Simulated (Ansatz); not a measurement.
Born–Oppenheimer molecular dynamics of ClFGeH2 (5 atoms, charge 0, multiplicity 1). It starts from a relaxed structure.

Level of theory: RKS r2SCANh-D4/def2-SVP (Ansatz 0.2.0).

```yaml
ensemble: NVT, Langevin thermostat
time_step: 1 fs
steps_asked: 150
set_temperature: 1000 K
friction: 0.001 /fs
masses: H 2.014 u
seed: 918393
```

Frames 5 fs apart, positions in Å.

Velocities at 60 fs (Å/ps):

```
Ge 0.47 1.58 3.83
F -5.11 -4.76 -1.60
H -11.03 19.02 22.07
Cl 1.18 -2.54 -2.84
H -0.56 19.86 11.17
```

```xyz
5
Properties=species:S:1:pos:R:3 time_fs=60 energy_less_start_eV=0.269 T=465
Ge 0.069 0.005 -0.003
F -0.404 0.058 1.711
H 1.572 0.376 0.036
Cl -0.999 1.649 -0.696
H -0.719 -1.228 -0.593
5
Properties=species:S:1:pos:R:3 time_fs=65 energy_less_start_eV=0.301 T=441
Ge 0.071 0.011 0.019
F -0.426 0.036 1.700
H 1.506 0.436 0.123
Cl -0.993 1.640 -0.713
H -0.680 -1.124 -0.539
5
Properties=species:S:1:pos:R:3 time_fs=70 energy_less_start_eV=0.257 T=494
Ge 0.073 0.018 0.048
F -0.443 0.010 1.691
H 1.487 0.441 0.178
Cl -0.990 1.637 -0.738
H -0.629 -1.135 -0.534
5
Properties=species:S:1:pos:R:3 time_fs=75 energy_less_start_eV=0.132 T=779
Ge 0.074 0.025 0.080
F -0.465 -0.026 1.691
H 1.557 0.418 0.197
Cl -0.992 1.640 -0.765
H -0.545 -1.271 -0.589
5
Properties=species:S:1:pos:R:3 time_fs=80 energy_less_start_eV=0.110 T=760
Ge 0.074 0.032 0.111
F -0.492 -0.063 1.707
H 1.619 0.363 0.191
Cl -0.997 1.647 -0.794
H -0.369 -1.344 -0.601
5
Properties=species:S:1:pos:R:3 time_fs=85 energy_less_start_eV=0.067 T=928
Ge 0.078 0.036 0.138
F -0.526 -0.096 1.735
H 1.596 0.284 0.180
Cl -1.001 1.657 -0.822
H -0.147 -1.284 -0.570
5
Properties=species:S:1:pos:R:3 time_fs=90 energy_less_start_eV=0.287 T=653
Ge 0.083 0.040 0.165
F -0.563 -0.131 1.767
H 1.560 0.226 0.187
Cl -1.005 1.669 -0.852
H 0.029 -1.240 -0.554
5
Properties=species:S:1:pos:R:3 time_fs=95 energy_less_start_eV=0.315 T=612
Ge 0.086 0.048 0.192
F -0.599 -0.163 1.795
H 1.603 0.267 0.245
Cl -1.002 1.672 -0.877
H 0.101 -1.304 -0.612
5
Properties=species:S:1:pos:R:3 time_fs=100 energy_less_start_eV=0.340 T=584
Ge 0.087 0.056 0.221
F -0.630 -0.192 1.812
H 1.639 0.394 0.348
Cl -0.996 1.667 -0.898
H 0.083 -1.317 -0.653
5
Properties=species:S:1:pos:R:3 time_fs=105 energy_less_start_eV=0.163 T=898
Ge 0.092 0.062 0.250
F -0.654 -0.215 1.815
H 1.578 0.538 0.468
Cl -0.983 1.656 -0.912
H 0.015 -1.213 -0.602
5
Properties=species:S:1:pos:R:3 time_fs=110 energy_less_start_eV=0.190 T=850
Ge 0.097 0.073 0.278
F -0.673 -0.234 1.805
H 1.425 0.686 0.597
Cl -0.968 1.638 -0.920
H -0.088 -1.100 -0.543
5
Properties=species:S:1:pos:R:3 time_fs=115 energy_less_start_eV=0.230 T=881
Ge 0.100 0.089 0.307
F -0.696 -0.252 1.783
H 1.321 0.834 0.726
Cl -0.948 1.617 -0.921
H -0.181 -1.135 -0.544
```

Of the whole run (150 fs, mean temperature of the second half 797 K): The mean temperature of the second half is 20 % below the set value. A run of 0.15 ps of so small a system gives no equilibrium averages.

Run time: 16 min on 1 thread of Arm Neoverse N1, with other jobs on the host, peak memory 0.16 GiB.
